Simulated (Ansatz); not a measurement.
```yaml
crystal:
  periodic: [false, false, false]
  atoms:
    - {symbol: V, position_ang: [-0.879305, -1.283034, -0.072071]}
    - {symbol: Te, position_ang: [-1.139899, 1.489681, -0.076085]}
    - {symbol: Te, position_ang: [1.644135, 0.212644, -0.093427]}
basis:
  gaussian: {orbitals: def2-SVP}
magnetization: {spin_polarized: true, initial_magnetization: 1}
hamiltonian: {xc: {name: PBE0}}
scf: {omitted_lower_state_checks: [starts]}
output: {forces: true}
```

```sh
$ ansatz run in.yaml --threads 4 --pin off --events-out ev --progress --plain --max-ram 3916MiB
```

It prints (some lines left out):

```
Functional definition: PBE0
1016 factors; integrals over basis functions are off by at most 5.3e-4 eV
mean field evaluation 1: about -40251.5596 eV, gradient 5.3e1 eV
mean field evaluation 2: about -40149.2924 eV, gradient 9.2e1 eV
mean field evaluation 4: about -40008.9979 eV, gradient 2.4e2 eV
mean field evaluation 8: about -40263.6288 eV, gradient 2.2e0 eV
mean field evaluation 16: about -40264.4276 eV, gradient 1.8e0 eV
mean field evaluation 32: about -40264.5566 eV, gradient 5.2e-5 eV
mean field -40264.55655222 eV, -1479.6951609975 hartree, gradient 5.2e-8 eV, S^2 1.776339; 0 other end points of the search recorded, 0 dependent functions left out
reference -40264.55658364 eV, -1479.6951621521 hartree; 36, 35 occupied and 47, 48 virtual orbitals, 1016 factors
Total energy: -40264.55658364 eV, -1479.6951621521 hartree
Atom 0 at    -0.879305    -1.283034    -0.072071 Å, force     1.200472     2.256623    -0.013442 eV/Å
Atom 1 at    -1.139899     1.489681    -0.076085 Å, force     1.152167    -1.928961    -0.004201 eV/Å
Atom 2 at     1.644135     0.212644    -0.093427 Å, force    -2.352639    -0.327662     0.017644 eV/Å
Dipole moment:    -0.773637    -1.440159     0.015577 e Å
Checks for a lower state left out: starts
```

Run time 14 s (4 threads of Arm Neoverse V1 on a shared host).

In the def2 sets Te takes a core potential; there is no spin–orbit coupling. The charge 0 doublet is spin-contaminated (final ⟨S²⟩ up to 1.78, 0.75 for a pure state).
